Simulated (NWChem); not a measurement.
System: propylene glycol (C₃H₈O₂); SMILES CC(O)CO

```xyz
13

C     -0.6595     1.7382    -0.0198
C      0.0058     0.4294     0.3514
O      1.3664     0.3886    -0.0494
C     -0.6985    -0.7983    -0.2120
O      0.0079    -1.9579     0.1012
H     -0.0923     2.5873     0.3880
H     -0.7147     1.8562    -1.1158
H     -1.6871     1.7885     0.3712
H      0.0370     0.3233     1.4491
H      1.4037     0.6320    -0.9829
H     -1.7167    -0.8835     0.2029
H     -0.8122    -0.6634    -1.3129
H      0.9404    -1.7113     0.0162
```
Atoms are numbered in this order, from 1.

All runs: NWChem. Pople sets run with spherical d functions. Coordinates come from a PBE0/def2-SVP optimisation. Not confirmed as a minimum by frequencies. Atomic charges in e: unrestrained fits to the electrostatic potential beside Mulliken populations; buried atoms are poorly determined by the fit.

For level B3LYP/def2-SVP:

```yaml
Mulliken C1: 0.02
ESP C2: 0.39
Mulliken O3: -0.32
Mulliken C4: 0.23
Mulliken O5: -0.30
```

Q: How do the values read with level Hartree-Fock/6-31G* instead?

A: 
| Quantity | Result |
|---|---|
| Mulliken C1 | -0.53 |
| ESP C2 | 0.50 |
| Mulliken O3 | -0.79 |
| Mulliken C4 | 0.05 |
| Mulliken O5 | -0.78 |
